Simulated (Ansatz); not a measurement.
A search over several starts for the lowest SCF solution of the cluster Ag₄O⁻ at the given spin, in a small basis.

```yaml
crystal:
  periodic: [false, false, false]
  atoms:
    - {symbol: O, position_ang: [1.453093, -0.225786, -0.690549]}
    - {symbol: Ag, position_ang: [-0.268583, -1.627364, -0.349674]}
    - {symbol: Ag, position_ang: [-1.755230, 0.398494, 1.144359]}
    - {symbol: Ag, position_ang: [-0.364123, 0.900950, -1.378967]}
    - {symbol: Ag, position_ang: [0.934843, 0.553705, 1.274831]}
basis:
  gaussian: {orbitals: def2-SVP, initial_orbitals: start.molden}
total_charge: -1
magnetization: {spin_polarized: true, initial_magnetization: 1}
hamiltonian: {xc: pbe0, dispersion: d4}
output: {orbitals: {seedname: orbitals}}
```

The file start.molden holds the orbitals of an earlier run on this structure, at another level or in another basis.

```sh
$ ansatz run in.yaml --threads 4 --pin off --events-out ev --progress --plain --max-ram 4787MiB
```

It prints (some lines left out):

```
Functional definition: PBE0
1438 factors; integrals over basis functions are off by at most 2.8e-4 eV
mean field evaluation 1: about -18027.1184 eV, gradient 8.7e1 eV
mean field evaluation 2: about -18035.1492 eV, gradient 9.3e0 eV
mean field evaluation 4: about -18038.7296 eV, gradient 2.3e0 eV
mean field evaluation 8: about -18039.2627 eV, gradient 9.9e-2 eV
mean field evaluation 16: about -18039.2691 eV, gradient 1.8e-5 eV
mean field evaluation 32: about -18038.8375 eV, gradient 4.7e0 eV
mean field evaluation 64: about -18039.2691 eV, gradient 1.4e-4 eV
mean field evaluation 96: about -18039.2472 eV, gradient 7.4e-1 eV
mean field -18039.26905541 eV, -662.9309103305 hartree, gradient 8.4e-6 eV, S^2 0.781523; 9 other end points of the search recorded, 0 dependent functions left out
reference -18039.26908368 eV, -662.9309113694 hartree; 43, 42 occupied and 95, 96 virtual orbitals, 1438 factors
Total energy: -18039.55336098 eV, -662.9413583676 hartree
```

Run time 45 s (4 threads of Arm Neoverse V2 on a shared host), peak host memory 0.79 GiB.

In the def2 sets Ag takes a core potential; there is no spin–orbit coupling. The highest occupied level of the charge -1 doublet lies above zero (up to 0.13 eV). The electron is either unbound and held by the finite basis, or the level is raised by self-interaction error. Another isomer (doublet) lies 0.70 eV lower at PBE0-D4/def2-TZVPD; other spin states weren't run for this one.
